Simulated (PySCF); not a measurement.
C3H7NSi, SMILES CC1=NC[SiH2]1. Geometry: PBE-D3(BJ)/def2-SVP. This is a generated structure with no PubChem entry under its InChIKey; it may be hypothetical.

Computed equilibrium geometry at PBE-D3(BJ)/def2-SVP (PySCF confirms it by a frequency run) as a Z-matrix, and its point group:
point group Cs.
```
C
N 1 1.3035
C 1 1.4913 2 123.60
H 3 1.1084 1 110.16 2 0.00
H 3 1.1104 4 109.27 1 -121.90
H 3 1.1104 4 109.27 5 -116.19
C 2 1.4946 1 104.66 3 180.00
H 7 1.1104 2 111.34 1 -120.12
H 7 1.1104 8 107.35 2 122.10
Si 1 1.9065 2 95.62 7 0.00
H 10 1.5101 1 118.61 2 -113.24
H 10 1.5101 11 107.54 1 138.11
```
Charge 0, spin multiplicity 1.
